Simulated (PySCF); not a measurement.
# Computed data sheet: `CO[C@@H]1[SiH2]C[C@@H]1F`

C₄H₉FOSi.
Atom-mapped SMILES: `[CH3:1][O:2][C@@H:3]1[SiH2:4][CH2:5][C@@H:6]1[F:7]` (hydrogens: H8, H9, H10 on C1; H11 on C3; H12, H13 on Si4; H14, H15 on C5; H16 on C6)

Among its groups: ether, C–F bond, Si–H bond and C–Si bond.

From PBE0-D3(BJ)/def2-SVP geometry optimisation, gas phase (PySCF):

```
Point group                  : C1
Rotational constants A, B, C : 2.977, 1.959, 1.348 GHz
```

From wB97X-D/def2-SVPD ground state and vertical TDDFT (core frozen in the response) (PySCF):

```
Dipole moment                                                     : 1.27 D
HOMO energy                                                       : -9.19 eV
LUMO energy                                                       : 1.89 eV
HOMO–LUMO gap                                                     : 11.08 eV
Lowest singlet excitation                                         : 6.86 eV (181 nm, f = 0.024)
Strongest line among the 6 lowest singlet transitions             : S6 at 8.04 eV (154 nm, f = 0.101)
Static isotropic polarisability                                   : 78.5 au
Electronic spatial extent ⟨r²⟩ about the centre of nuclear charge : 933 bohr²
```

Monoisotopic mass from the formula: 120.0407 u.

In wavenumbers S1 is 55300 cm⁻¹ (1 eV = 8065.54 cm⁻¹). No computed singlet falls in the visible range (750 to 380 nm, 1.65 to 3.26 eV); S1 lies 3.60 eV above its blue end. The principal polarisabilities are 69.9, 75.9 and 89.6 au; their mean is the isotropic value. A dipole of 1.27 D is allowed in C1, and pure rotational transitions are dipole-allowed. In atomic units the dipole is 0.50 e·bohr (1 au = 2.5417 D). S1 lies 4.22 eV below the HOMO–LUMO gap; its leading configuration is HOMO→LUMO, weight 0.59.

Conformer computed: `[CH3:1][O:2][C@@H:3]1[SiH2:4][CH2:5][C@@H:6]1[F:7]`: C1–O2–C3–Si4 175°.

One conformer stands for the species.
